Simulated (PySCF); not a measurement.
C3H5ClF2, SMILES FC(F)(CCl)C.

Geometry optimised at ωB97X-D3(BJ)/def2-SVP. Other conformers were not sampled.

Two levels are set side by side: PBE/def2-TZVP (PySCF) and PBE0/def2-TZVP (PySCF). Same geometry, gas phase. Differences are taken from unrounded values.

```
quantity                      PBE0    PBE  PBE minus PBE0
---------------------------  -----  -----  --------------
orbital gap (eV)              9.35   6.72           -2.63
highest occupied level (eV)  -8.81  -7.33            1.48
lowest empty level (eV)       0.55  -0.61           -1.15
dipole moment (D)             1.67   1.57           -0.10
mean polarisability (bohr³)   49.2   50.9             1.7
```

Without exact exchange PBE keeps part of each electron's self-repulsion, which lifts occupied levels and narrows the gap. PBE's more diffuse valence density responds more strongly to a field. Differences between two approximate levels are no errors against the true value.

Rough cost on one machine, each run with all the roots and properties that it gave: PBE0 against PBE within a factor of 2.
